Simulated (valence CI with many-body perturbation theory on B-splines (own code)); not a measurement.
## Valence orbitals of In¹⁵⁺

Level of theory: valence CI with perturbative core correlation (CI+MBPT): six valence electrons over a frozen Dirac-Fock core [Ar] 3d10, a basis of 9 s, 9 p, 8 d, 6 f, 3 g, 1 h functions for each j, with the one-electron correlation potential Σ1 (screened to all orders), the two-electron term Σ2, the three-electron term Σ3, Breit, model QED; selected single and double excitations, second order for the rest, scaled by the run's own slope (own B-spline code, finite nucleus).

No measured levels were compared; by estimate levels hold to about 250 cm⁻¹ or 0.2 % of their energy and the worst to 1 %, as in measured heavy ions of charge 2 to 7; those with d or f electrons hold less well. Among the levels kept, up to 1200 cm⁻¹ of a level comes from second order outside the variational space, and about a tenth of that is noise between levels of different J, which matters for small intervals.

These are the spectroscopic orbitals of the CI (the correlating ones are not listed), shaped by the core and the other valence electrons. h is the expectation value of the core's Dirac-Fock operator, without the valence repulsion; Σ1 is computed up to l = 3 at one energy for each symmetry, that of its lowest orbital but kept below the first core excitation, so for empty shells it is not the orbital's own correlation shift; Breit and QED include the response of the core.

| Orbital | h (hartree) | Σ1 (cm⁻¹) | Breit (cm⁻¹) | QED (cm⁻¹) | ⟨r⟩ (bohr) |
| --- | --- | --- | --- | --- | --- |
| 4s1/2 | -21.701 | -11043 | 1805 | 1382 | 0.7752 |
| 5s1/2 | -12.346 | -3368 | 694 | 534 | 1.410 |
| 6s1/2 | -7.9613 | -1502 | 333 | 259 | 2.240 |
| 7s1/2 | -5.5653 | -818 | 189 | 147 | 3.251 |
| 4p1/2 | -20.107 | -10677 | 2741 | -64.8 | 0.7977 |
| 5p1/2 | -11.599 | -3338 | 1064 | -24.7 | 1.469 |
| 6p1/2 | -7.563 | -1543 | 530 | -12.2 | 2.328 |
| 7p1/2 | -5.3279 | -857 | 306 | -7.0 | 3.369 |
| 4p3/2 | -19.721 | -9943 | 1705 | 67.0 | 0.8156 |
| 5p3/2 | -11.429 | -3177 | 665 | 26.5 | 1.492 |
| 6p3/2 | -7.4735 | -1482 | 347 | 13.3 | 2.357 |
| 7p3/2 | -5.275 | -827 | 200 | 7.7 | 3.405 |
| 4d3/2 | -17.104 | -9377 | 889 | -74.9 | 0.8583 |
| 5d3/2 | -10.205 | -3141 | 364 | -29.7 | 1.607 |
| 6d3/2 | -6.8196 | -1562 | 195 | -15.7 | 2.524 |
| 4d5/2 | -17.028 | -9174 | 478 | -38.0 | 0.8635 |
| 5d5/2 | -10.171 | -3085 | 192 | -14.9 | 1.613 |
| 6d5/2 | -6.8011 | -1535 | 103 | -7.9 | 2.531 |
| 4f5/2 | -14.242 | -7805 | 146 | -21.4 | 0.9057 |
| 5f5/2 | -8.9427 | -2747 | 74.1 | -11.2 | 1.728 |
| 4f7/2 | -14.234 | -7703 | -8.0 | -14.4 | 0.9068 |
| 5f7/2 | -8.9379 | -2707 | -4.1 | -7.7 | 1.729 |
| 5g7/2 | -8.4477 |  | 0.5 | -0.9 | 1.662 |
| 5g9/2 | -8.4462 |  | -2.3 | 0.3 | 1.662 |

Among the shells of the start configuration 4s2 4p4, Σ1 is largest in size for 4s1/2, where it is 0.23 % of h.

Lowest root of each symmetry, sizes in configuration state functions:

| J | Parity | Roots | Reference | Variational | Second order | Change by selected CI (cm⁻¹) | Change by second order (cm⁻¹) |
| --- | --- | --- | --- | --- | --- | --- | --- |
| 0 | even | 3 | 24 | 43586 | 975639 | -18717 | -54 |
| 1 | even | 2 | 46 | 56574 | 3303690 | -17574 | -138 |
| 2 | even | 3 | 65 | 52300 | 5201281 | -17728 | -180 |
| 0 | odd | 5 | 26 | 60053 | 1320489 | -17467 | -48 |
| 1 | odd | 10 | 69 | 59130 | 4647586 | -17897 | -323 |
| 2 | odd | 11 | 85 | 54900 | 8000594 | -16466 | -809 |
| 3 | odd | 8 | 75 | 53713 | 9005803 | -24114 | -979 |
| 4 | odd | 5 | 51 | 53005 | 7144251 | -24347 | -845 |
| 5 | odd | 1 | 27 | 53807 | 5255677 | -29984 | -623 |
